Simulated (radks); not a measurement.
All-electron atom: K III in [Ne] 3s2 3p5 (the NIST ground configuration). Method: scalar-relativistic Kohn-Sham, r2SCAN, spin-polarised, spherical densities, finite nucleus; open shells are filled with parallel spins first; meta-GGA in the generalised Kohn-Sham scheme; Fermi nuclear charge, rms radius 3.4349 fm; computed with a radial shooting solver on a logarithmic mesh with Libxc functionals.

X-ray form factor f0, the Fourier transform of the density (f0(0) = 17):

sin(theta)/lambda (1/angstrom),f0 (electrons)
0.05,16.719
0.1,15.933
0.15,14.789
0.2,13.473
0.25,12.156
0.3,10.956
0.4,9.104
0.5,7.917
0.6,7.131
0.8,5.948
1,4.846
1.25,3.625
1.5,2.719
2,1.749
